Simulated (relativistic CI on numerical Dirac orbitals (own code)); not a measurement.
Hf⁴⁺: N6,7 absorption edge

Computed with this model: Dirac-Coulomb-Breit CI, KLI orbitals optimised for each configuration, QED by a radiative potential, multiplet model of core-to-valence dipole absorption, unscaled Slater integrals; configurations [Xe] 4f14 → [Xe] 4f13 5d; 10 K; Lorentzian 0.3 eV and Gaussian 0.3 eV FWHM. Energies are those of the free ion, without screening or charge transfer. The branching ratio is the share of the lower-energy edge in the whole absorption, uncertain by about 0.02 where the edges overlap. S is read from ⟨S²⟩ = S(S + 1).

Field parameters in Wybourne normalisation: D3d B²₀ = −7Dσ, B⁴₀ = −14Dq − 21Dτ, B⁴₃ = −14√(10/7) Dq; D4h B²₀ = −7Ds, B⁴₀ = 21(Dq − Dt), B⁴₄ = 21√(5/14) Dq; Oh B⁴₀ = 21Dq, B⁴₄ = √(5/14) B⁴₀. The field is a parameter set, without covalency.

Computed curve for D4h, 10Dq = 31400, Ds = -330, Dt = 40 cm⁻¹, scaled to 100 at the maximum (points under 2 are left out and the grid is thinned):

| Energy (eV) | Intensity |
| --- | --- |
| 15.9 | 2.3 |
| 16.1 | 5.4 |
| 16.3 | 7.6 |
| 16.5 | 5.0 |
| 16.7 | 2.6 |
| 17.0 | 2.2 |
| 17.2 | 2.5 |
| 17.4 | 2.6 |
| 17.6 | 3.0 |
| 17.8 | 4.7 |
| 18.0 | 7.9 |
| 18.2 | 16.8 |
| 18.4 | 33.8 |
| 18.6 | 33.6 |
| 18.8 | 21.5 |
| 19.1 | 10.1 |
| 19.3 | 5.0 |
| 19.5 | 3.2 |
| 19.7 | 2.8 |
| 19.9 | 3.1 |
| 20.1 | 4.2 |
| 20.3 | 7.8 |
| 20.5 | 16.9 |
| 20.7 | 30.6 |
| 20.9 | 30.6 |
| 21.2 | 10.6 |
| 21.4 | 6.4 |
| 21.6 | 6.6 |
| 21.8 | 10.4 |
| 22.0 | 15.4 |
| 22.2 | 19.2 |
| 22.4 | 35.3 |
| 22.6 | 76.5 |
| 22.8 | 100.0 |
| 23.0 | 54.3 |
| 23.3 | 13.0 |
| 23.5 | 6.7 |
| 23.7 | 4.2 |
| 23.9 | 2.9 |
| 24.1 | 2.1 |

The ground state has S = 0.00, and the centroid lies at 21.15 eV.
